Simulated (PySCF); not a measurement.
CH3Te, charge +1, multiplicity 1. Atoms are numbered in the order given.

```xyz
5

C     -1.7634     0.0241     0.0000
Te     0.3246     0.0014     0.0000
H     -2.1760     0.4280    -0.9211
H     -2.1760     0.4280     0.9211
H     -1.9483    -1.0747     0.0000
```
Charge +1, spin multiplicity 1.

Coordinates come from a B3LYP-D3(BJ)/def2-TZVP optimisation. The multiplicity is an assumed one; other spin states were not compared. The isomer is the one that the SMILES or the coordinates give; other isomers of the formula were not compared. The def2 effective core potentials stand for the cores of Te; spin–orbit coupling is left out.

The numbers are results of PBE0/def2-TZVPD run with PySCF, not measurements.

Gas-phase values at a fixed geometry.

The total energy is -307.53545 hartree and the point group is Cs. The highest occupied level is -12.98 eV and the lowest empty level comes out as -11.71 eV. The orbital gap is 1.27 eV, the dipole moment about the centre of nuclear charge is 1.85 D and the mean static polarisability is 40.9 bohr³ (6.07 Å³). The polarisability, principal values is 32.4, 36.5, 53.9 bohr³.
